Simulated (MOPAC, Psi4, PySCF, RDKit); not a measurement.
Conformational energy of SMILES c1(C=C)cc(C(=O)OC)ccc1, singlet. Scanned: dihedral C1–C2–C3–C4; all other coordinates were relaxed at GFN2-xTB. Points at φ and −φ are mirror images. Heavy atoms are numbered in the order of the SMILES C=Cc1cccc(C(=O)OC)c1, hydrogens after them in the order of the atoms that carry them; the mirror image has the same energies with the sign of each dihedral reversed.

- PM7, restricted, heats of formation // GFN2-xTB (MOPAC)
- RKS-B3LYP/6-311+G** = restricted B3LYP/6-311+G**, spherical d, density fitting // GFN2-xTB (PySCF 2.14.0)
- UFF // GFN2-xTB (RDKit)
- PBE-D3(BJ)/def2-SVP // GFN2-xTB (Psi4)

Energies relative to the lowest point of each profile, in eV; the last columns give the difference from PBE-D3(BJ):

```csv
φ / °,PM7,RKS-B3LYP/6-311+G**,UFF,PBE-D3(BJ)/def2-SVP,PM7 − PBE-D3(BJ)/def2-SVP,RKS-B3LYP/6-311+G** − PBE-D3(BJ)/def2-SVP,UFF − PBE-D3(BJ)/def2-SVP
-160,0.003,0.008,0.000,0.016,-0.012,-0.007,-0.016
-140,0.000,0.042,0.022,0.065,-0.065,-0.024,-0.043
-120,0.014,0.107,0.105,0.148,-0.134,-0.040,-0.043
-100,0.024,0.167,0.201,0.222,-0.198,-0.055,-0.021
-80,0.023,0.165,0.205,0.221,-0.199,-0.057,-0.017
-60,0.011,0.105,0.111,0.149,-0.137,-0.044,-0.038
-40,0.000,0.039,0.023,0.066,-0.066,-0.026,-0.043
-20,0.005,0.006,0.001,0.017,-0.013,-0.011,-0.016
0,0.012,0.000,0.012,0.003,0.008,-0.003,0.009
20,0.005,0.006,0.001,0.017,-0.013,-0.011,-0.016
40,0.000,0.039,0.023,0.066,-0.066,-0.026,-0.043
60,0.011,0.105,0.111,0.149,-0.137,-0.044,-0.038
80,0.023,0.165,0.205,0.221,-0.199,-0.057,-0.017
100,0.024,0.167,0.201,0.222,-0.198,-0.055,-0.021
120,0.014,0.107,0.105,0.148,-0.134,-0.040,-0.043
140,0.000,0.042,0.022,0.065,-0.065,-0.024,-0.043
160,0.003,0.008,0.000,0.016,-0.012,-0.007,-0.016
180,0.010,0.001,0.011,0.000,0.010,0.001,0.011
```

PM7 is furthest from PBE-D3(BJ)/def2-SVP at -80 (-0.199 eV, below); its mean absolute difference over the points is 0.093 eV.

RKS-B3LYP/6-311+G** is furthest from PBE-D3(BJ)/def2-SVP at -80 (-0.057 eV, below); its mean absolute difference over the points is 0.030 eV.

UFF is furthest from PBE-D3(BJ)/def2-SVP at -140 (-0.043 eV, below); its mean absolute difference over the points is 0.027 eV.
